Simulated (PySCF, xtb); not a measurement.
SbF₂, SMILES [F][Sb][F], multiplicity 2.

Harmonic wavenumbers (cm⁻¹) from xtb with GFN2-xTB at its own minimum, in rising order: 134, 395, 415.

What does PBE-D3(BJ)/def2-TZVP in PySCF give at its own minimum? (Estimate from the structure and the level; the computed values follow.)

189, 584, 600. Paired by order, the mean absolute difference is 143 cm⁻¹ and the zero-point energies are 1.4 and 2.0 kcal/mol.
